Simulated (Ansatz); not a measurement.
CH3FOSeSi (`OC1(F)[SiH2][Se]1`). The species carries charge 0 and has multiplicity 1. Correlated methods include outer-core shells of Se, which these sets cover unevenly. Scalar relativity is left out up to krypton.

```xyz
8

O    -0.0872    1.4676   -0.8007
C     0.4280    0.3443   -0.2657
F     1.7732    0.4493   -0.0984
Si   -0.5675   -0.7482    0.8574
Se   -0.0411   -1.4444   -1.2002
H     0.3227    1.6399   -1.6585
H     0.1346   -1.3527    2.0106
H    -1.9627   -0.3557    1.1556
```

**Question.** Give the diagnostics of a CCSD(T)/def2-TZVPP run (frozen core, Ansatz 0.2.0). (Best estimate.)

**Answer.** Computed: T1 = 0.0125, largest single amplitude 0.021, largest double 0.036, (T) share of the correlation energy 3.9 %, 10 CCSD cycles. The RHF solution is stable towards an unrestricted one. T1 lies under the customary mark of 0.02 for closed shells.
